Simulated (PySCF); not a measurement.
Coordinates in bohr (charge 0 multiplicity 2):
```
Pb    0.0000    0.0000   -1.1179
I     5.0863    0.0000    0.5990
I    -2.5432    4.4048    0.5990
I    -2.5431   -4.4049    0.5990
```

Level of theory: UPBE0 in PySCF with Pb def2-SVP with ECP60, I def2-SVP with ECP28; scalar-relativistic core potentials, no spin–orbit coupling; density-fitted integrals.

This geometry of PbI₃ is a stationary point at this level.

Question: What is the point group?

Answer: C3v.

Question: Is it a minimum?

Answer: Yes: all harmonic wavenumbers are real, though the softest, 34 cm⁻¹, leaves little margin.

Question: Which band is strongest in the infrared?

Answer: 158 cm⁻¹ (e), 31 km/mol.

Question: What are the dipole moment and the gap between the highest occupied and lowest empty levels of either spin?

Answer: 1.81 D and 1.79 eV.

Question: Give the ideal-gas entropy at 298.15 K and 1 bar by parts.

Answer: translation 188.4, rotation 133.1, vibration 102.4, spin 5.8; total 429.7 J/(mol K).

This need not be the most stable arrangement of these atoms. With an element this heavy the missing spin–orbit coupling can shift these numbers.
